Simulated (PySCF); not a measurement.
NMR data simulated for an unnamed compound:

1H NMR (400 MHz, computed): δ 6.23 (br s, 1H), 5.01 (s, 2H), 4.66 (s, 2H), 2.66 (s, 3H), 1.55 (br s, 1H).

13C{1H} NMR (computed): δ 179.4 (C), 65.1 (CH2), 27.5 (CH3).

Relativity neglected, averaged over atoms made equivalent by symmetry, fast rotation or ring inversion, one conformer, no solvent model. Structure optimised with GFN2-xTB; NMR shieldings at PBE0/pcSseg-1/GIAO; PySCF 2.14.

δ = σ(ref) − σ, references computed at the same level: 1H and 13C against TMS.

Problem. Which of these does the molecule contain: an OH group, an NH or NH2 group, a Si–CH3 group, an N-methyl group, a tert-butyl group, an S-methyl group?

Solution. 
- An OH group: yes (δH 6.23 (br s)).
- An NH or NH2 group: yes (δH 1.55 (br s)).
- A Si–CH3 group: no.
- An N-methyl group: yes (δC 27.5; δH 2.66 (s)).
- A tert-butyl group: no.
- An S-methyl group: no.

The data belong to `C(O[SiH2]NC)C(=O)O`, C3H9NO3Si; they needn't prove each group on their own.

Carbon signals by region: 1 in the far downfield region (above 160 ppm), 1 at 50–100 ppm, 1 below 50 ppm. Above 160 ppm: 179.4, carboxylic acid carbon.

OH and NH positions are those of a molecule without intermolecular hydrogen bonds; in solution they move with solvent, concentration and temperature, and exchange usually removes their couplings. Shifts are as computed. Against solution values, carbons near 30 ppm lie about +3 ppm off and those near 130 ppm about +5 ppm. Of 1309 compounds with measured shifts, 239 miss one by over three times the rms of a fit or turn the order of signals round; such compounds aren't used in these exercises. The C=O carbon of an acid or of an amide with N–H lies up to 10 ppm further downfield in solution, through hydrogen bonding that the calculation lacks. No couplings were computed; multiplicities are counted from neighbouring protons, with m where these are inequivalent, close in shift, in a saturated or five-membered ring or joined by F or P, and br s for small geminal =CH2 splittings.
